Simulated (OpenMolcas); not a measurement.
Computed levels of 3d² in ions with 20 electrons, in cm-1 above ³F₂.

- Program: OpenMolcas
- Method: CASSCF
- Basis: ANO-RCC-VQZP
- Scalar Hamiltonian: DKH2, point nucleus
- Spin-orbit coupling: RASSI with atomic mean-field integrals over the reference wave functions, term energies averaged over their components

Active space for each ion: 2 electrons in 10 orbitals (3d 4d).

```
Level   Ti2+    V3+   Mn5+   Co7+
  ³F₃    197    323    730   1431
  ³F₄    454    742   1658   3205
  ¹D₂  10861  13559  18539  23188
  ³P₀  13060  16098  21580  26573
  ³P₁  13126  16208  21837  27096
  ³P₂  13266  16445  22416  28328
  ¹G₄  16730  20848  28375  35362
  ¹S₀  39582  49715  67911  83959
```

Question: Estimate ³F₄, ¹D₂, ³P₀ for Cr4+ from its neighbours V3+ and Mn5+.

Answer: ³F₄ is fine structure, which grows about as the fourth power of a screened charge, so the fourth roots are averaged: ((742^0.25 + 1658^0.25) / 2)^4 = 1132. The calculation gives 1152, so the estimate is off by -1.7 %; the measured value is 1142 (Sugar and Corliss, J. Phys. Chem. Ref. Data 6, 317 (1977)).
¹D₂ is another term, which grows about linearly with the charge: (13559 + 18539) / 2 = 16049. The calculation gives 16103, so the estimate is off by -0.3 %; the measured value is 13188 (Sugar and Corliss, J. Phys. Chem. Ref. Data 6, 317 (1977)).
³P₀ is another term, which grows about linearly with the charge: (16098 + 21580) / 2 = 18839. The calculation gives 18918, so the estimate is off by -0.4 %; the measured value is 15492 (Sugar and Corliss, J. Phys. Chem. Ref. Data 6, 317 (1977)).

Without dynamic correlation excited terms often stand tens of per cent too high (terms of higher spin than the ground term too low), and those without a measured partner can miss by more than the paired ones. Active for correlation alone: 4d; no level in the range computed is led by a configuration that fills it, so any true level of that kind is missing. Measured partners are found by configuration, term and J. A level has none where our copy of the source lacks it or the pairing is in doubt (some pairs that miss far off the trend of their configuration count as doubtful), and it then counts in no deviation. Levels of configurations outside the active space are missing.
